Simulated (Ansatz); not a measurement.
Basis sets compared for FeSn₁₉H₂₈. Total charge 0; singlet. Geometry PBE-D4/def2-SVP, loosely relaxed. Ansatz on 4 threads of AMD EPYC 7R13 on a shared host and a share (37 GiB) of an NVIDIA H100 80GB HBM3; times are rough, and most runs start from earlier orbitals.

| atom | x (Å) | y (Å) | z (Å) |
| --- | --- | --- | --- |
| Fe1 | -0.756 | 0.636 | -0.270 |
| Sn2 | 3.515 | 1.359 | 2.437 |
| Sn3 | -5.881 | 1.957 | 0.427 |
| Sn4 | 3.652 | -3.228 | 1.818 |
| Sn5 | -1.886 | -0.042 | 1.795 |
| Sn6 | 5.469 | -0.359 | -1.285 |
| Sn7 | -1.711 | 2.983 | -0.587 |
| Sn8 | 0.691 | -1.273 | -1.317 |
| Sn9 | -3.686 | -0.592 | -2.873 |
| Sn10 | 3.394 | -1.162 | 3.723 |
| Sn11 | 5.570 | 1.782 | 0.543 |
| Sn12 | 5.942 | -2.655 | 0.278 |
| Sn13 | -4.485 | 0.821 | 2.614 |
| Sn14 | -4.256 | 4.181 | -0.127 |
| Sn15 | 1.194 | 1.229 | 0.793 |
| Sn16 | -6.105 | 0.603 | -2.043 |
| Sn17 | 1.272 | -3.517 | 0.318 |
| Sn18 | -2.828 | -1.786 | -0.459 |
| Sn19 | 3.050 | -0.572 | -2.737 |
| Sn20 | -1.374 | 1.027 | -2.755 |
| H21 | 3.223 | 2.713 | 3.497 |
| H22 | -7.495 | 2.438 | 0.885 |
| H23 | 3.972 | -4.651 | 2.778 |
| H24 | -1.405 | -1.195 | 3.029 |
| H25 | 6.818 | -0.119 | -2.365 |
| H26 | -0.619 | 4.293 | -1.013 |
| H27 | -0.159 | -2.029 | -2.682 |
| H28 | -3.913 | -1.700 | -4.201 |
| H29 | 4.649 | -1.167 | 4.927 |
| H30 | 1.873 | -1.183 | 4.564 |
| H31 | 7.078 | 1.847 | 1.403 |
| H32 | 5.296 | 3.350 | -0.152 |
| H33 | 7.316 | -2.415 | 1.317 |
| H34 | 6.304 | -4.012 | -0.744 |
| H35 | -4.441 | 2.113 | 3.783 |
| H36 | -5.409 | -0.460 | 3.341 |
| H37 | -4.087 | 5.212 | 1.264 |
| H38 | -4.735 | 5.186 | -1.460 |
| H39 | -7.288 | -0.668 | -1.940 |
| H40 | -6.687 | 1.743 | -3.221 |
| H41 | 0.029 | -3.727 | 1.518 |
| H42 | 1.424 | -5.037 | -0.519 |
| H43 | -4.201 | -2.166 | 0.564 |
| H44 | -1.904 | -3.256 | -0.559 |
| H45 | 2.837 | 0.975 | -3.515 |
| H46 | 3.455 | -1.690 | -4.014 |
| H47 | -2.247 | 2.781 | -2.595 |
| H48 | -0.465 | 1.431 | -4.184 |

In the def2 sets Sn takes a core potential; there is no spin–orbit coupling. Single mean-field runs in def2-SVP, def2-TZVP are fitted with def2-universal-jkfit. The restricted singlet is unstable towards broken spin symmetry in Hartree–Fock (as tested in another run); at PBE-D4/def2-SVP, PBE-D4/def2-TZVP, PBE0-D4/def2-SVP, PBE0-D4/def2-TZVP this wasn't settled. The geometry of the charge 0 singlet is only loosely relaxed. No other spin state of charge 0 was run. Another isomer (singlet) lies 0.20 eV lower at PBE-D4/def2-TZVP; other spin states weren't run for this one.

Binding counts from free atoms (Fe quintet, Sn triplet, H doublet) in the same basis, without a counterpoise term.

```tsv
level	functions	energy (Eh)	HOMO (eV)	LUMO (eV)	binding per atom (eV)	wall time
PBE-D4/def2-SVP (with forces)	665	-5352.1142	-4.58	-3.86	2.43	6.5 s
PBE0-D4/def2-SVP	665	-5352.2619	-5.92	-2.97	2.36	12 s
```

(1) Estimate the rows for PBE-D4/def2-TZVP, PBE0-D4/def2-TZVP.

Answers

(1) 
| level | functions | energy (Eh) | HOMO (eV) | LUMO (eV) | binding per atom (eV) | wall time |
| --- | --- | --- | --- | --- | --- | --- |
| PBE-D4/def2-TZVP | 1163 | -5352.4469 | -4.69 | -3.95 | 2.44 | 8 s |
| PBE0-D4/def2-TZVP | 1163 | -5352.5736 | -5.95 | -3.02 | 2.38 | 16 s |
